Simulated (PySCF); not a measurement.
Isomers of C7H9ClNP, mass 173.016 u with the commonest isotopes. Theory: PBE0/pcSseg-1 in PySCF (dipole) on a GFN2-xTB geometry, gas phase. One conformer each, none proved a minimum here; rigid rotors.

Question: Order these by dipole moment, largest first.
A. `CN(C)c1ccpc(Cl)c1`
B. `CN(C)c1ccc(Cl)cp1`
C. `[CH3:1][CH:2]([CH3:3])[c:4]1[cH:5][n:6][c:7]([Cl:8])[cH:9][p:10]1` with C1–C2–C4–C5 62°

Answer: A (5.72 D), B (4.48 D), C (3.07 D).

Question: Order these by out-of-plane moment Σ m c² = (Ia + Ib − Ic)/2, smallest first.
A. `CN(C)c1ccc(Cl)cp1`
B. `CN(C)c1ccpc(Cl)c1`
C. `[CH3:1][CH:2]([CH3:3])[c:4]1[cH:5][n:6][c:7]([Cl:8])[cH:9][p:10]1` with C1–C2–C4–C5 62°

Answer: A (3.17 u·Å²), B (4.72 u·Å²), C (54.22 u·Å²).

Question: Order these by radius of gyration √(Σ m r²/M), smallest first.
A. `CN(C)c1ccc(Cl)cp1`
B. `CN(C)c1ccpc(Cl)c1`
C. `[CH3:1][CH:2]([CH3:3])[c:4]1[cH:5][n:6][c:7]([Cl:8])[cH:9][p:10]1` with C1–C2–C4–C5 62°

Answer: B (2.488 Å), C (2.547 Å), A (2.573 Å).

```csv
SMILES,point group,Ia (u·Å²),Ib (u·Å²),Ic (u·Å²),κ,μa (D),μb (D),μc (D)
CN(C)c1ccc(Cl)cp1,Cs,200.41,947.89,1141.97,-0.91,4.12,1.76,0.00
CC(C)c1cnc(Cl)cp1,Cs,224.17,952.11,1067.85,-0.94,2.93,0.88,0.00
CN(C)c1ccpc(Cl)c1,C1,308.68,766.80,1066.04,-0.68,5.68,0.68,0.01
```
